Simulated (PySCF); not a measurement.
Species: C7H11OP.
SMILES with atom numbers: `[CH2:1]=[CH:2][C:3]1=[C:4]([O:5][CH3:6])[PH:7][CH2:8][CH2:9]1` (hydrogens: H10, H11 on C1; H12 on C2; H13, H14, H15 on C6; H16 on P7; H17, H18 on C8; H19, H20 on C9)

Method used: PySCF 2.14.0, density-fitted response routines, TDDFT CAM-B3LYP/def2-SVPD, vertical, gas phase, core orbitals frozen in the response. One conformer (not necessarily the lowest) at the PBE0-D3(BJ)/def2-SVP geometry, without solvent, vibrations or thermal averaging.

Broadening: Gaussians 0.5 eV wide at half height, area fixed by f = 4.319×10⁻⁹ ∫ε dν̃. The width is an assumption, not a result. The curve ends short of the highest state used, and states not computed would add to its high-energy end.

```tsv
E (eV)	ε (L mol⁻¹ cm⁻¹)
3.98	56
4.08	264
4.19	1124
4.29	3322
4.40	8473
4.50	15722
4.60	23370
4.71	27974
4.81	26099
4.92	18726
5.02	11010
5.13	4908
5.23	2277
5.34	1735
5.44	2346
5.54	3163
5.65	3550
5.75	3167
5.86	2241
5.96	1477
6.07	1142
6.17	1315
6.27	1772
6.38	2468
```

Problem. Locate the maxima and give the states behind the curve.

Solution. 262 nm (4.73 eV), ε about 28000, made up of S1 (100%); 220 nm (5.65 eV), ε about 3600, made up of S3 (95%) (ε in L mol⁻¹ cm⁻¹; maxima over ε = 5, shares over 10%). At its high-energy end, 6.38 eV, the curve is still rising (ε about 2500, from S5, S6, S8 and S9). The states used: S1 4.73 eV (f 0.521); S2 5.53 eV (f 0.0033); S3 5.65 eV (f 0.062); S4 5.72 eV (f 0.0006); S5 6.33 eV (f 0.015); S6 6.37 eV (f 0.011); S7 6.60 eV (f 0.0045); S8 6.70 eV (f 0.031); S9 6.85 eV (f 0.070); S10 6.98 eV (f 0.040).

Problem. What would ε be at 4.73 eV, the highest of these maxima, with half the width (0.25 eV)?

Solution. About 56200 L mol⁻¹ cm⁻¹ against 28100, a factor of about 2.00; a lone state at its own centre would give exactly 2.

Problem. On this curve, what absorbance would a 10⁻⁴ mol/L sample give at 266 nm over a 1 cm path?

Solution. 266 nm is 4.661 eV, where ε is about 27000 L mol⁻¹ cm⁻¹, so A = ε c l ≈ 2.7 (Beer–Lambert, with the gas-phase spectrum and the assumed width).

Problem. Does any computed singlet lie in the visible range?

Solution. No computed singlet lies in the visible range (380 to 750 nm); the lowest, at 262 nm, stands 1.47 eV above its violet end (3.26 eV); a Tamm–Dancoff triplet lies at 452 nm, without intensity as long as spin–orbit coupling is left out.

The vertical ionisation energy (ΔSCF) is 7.52 eV, 0.54 eV above S10.

Hardware: one thread of an Intel Xeon Platinum 8488C, on a shared host. Cost: 3.1 min, 1.4 GiB resident at most.
